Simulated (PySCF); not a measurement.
Species: C3H2F3P.
SMILES: `C=C=PC(F)(F)F`

Level of theory: PySCF 2.14.0, density-fitted response routines, TDDFT B3LYP/def2-SVPD, vertical, gas phase, core orbitals frozen in the response. Geometry: GFN2-xTB; no solvent, vibrations or thermal averaging. Torsions of this conformer, `[CH2:1]=[C:2]=[P:3][C:4]([F:5])([F:6])[F:7]`: C2–P3–C4–F5 180°.

| state | E (eV) | λ (nm) | f | symmetry | main configurations (H = HOMO, L = LUMO) |
| --- | --- | --- | --- | --- | --- |
| S1 | 4.47 | 277.3 | 0.0030 | A″ | H-1→L (97%) |
| S2 | 4.88 | 254.1 | 0.0001 | – | H→L+1 (98%) |
| S3 | 5.32 | 233.1 | 0.061 | A′ | H→L (72%), H-1→L+1 (24%) |
| S4 | 6.21 | 199.7 | 0.0045 | A″ | H-2→L (96%) |
| S5 | 6.61 | 187.5 | 0.823 | A′ | H-1→L+1 (69%), H→L (24%) |
| S6 | 6.92 | 179.2 | 0.0070 | A″ | H→L+2 (55%), H→L+3 (43%) |
| S7 | 7.28 | 170.3 | 0.0072 | A″ | H→L+3 (52%), H→L+2 (44%) |
| S8 | 7.38 | 168.0 | 0.0009 | – | H-1→L+2 (86%), H-2→L+1 (11%) |

Triplets, Tamm–Dancoff:

```csv
state,E (eV),λ (nm),"main configurations (H = HOMO, L = LUMO)"
T1,3.04,408.2,H→L (98%)
T2,3.97,312.3,H-1→L (99%)
T3,4.24,292.3,H-1→L+1 (90%)
```

The lowest singlet comes at 277 nm (431 kJ/mol) in the ultraviolet; it is very weak; its leading configuration is HOMO-1→LUMO (97%). The most intense listed level is S5 at 6.61 eV (188 nm, f = 0.823), 2.14 eV above S1. Löwdin shares by element: HOMO carbon 45% or more, phosphorus 41%; LUMO carbon 48%, phosphorus 40%. Orbital energies (eV): HOMO-3 -11.05, HOMO-2 -9.83, HOMO-1 -8.04, HOMO -7.77, LUMO -2.31, LUMO+1 -1.52, LUMO+2 0.31. The oscillator strengths of these states sum to 0.906; summed over the whole spectrum of an exact calculation they would give the number of electrons, 62 (Thomas–Reiche–Kuhn). Of the 8 states listed, 2 reach f = 0.01 and 1 stays under 0.0005. Symmetry labels in Cs follow from the direction of the transition dipole and are given only for states with f of 0.002 or more. Singlets were solved by full linear response, triplets in the Tamm–Dancoff approximation.

The run took 19 s on one thread, Arm Neoverse V1 (aarch64), no GPU (shared host), and the process peaked at 0.69 GiB of memory.
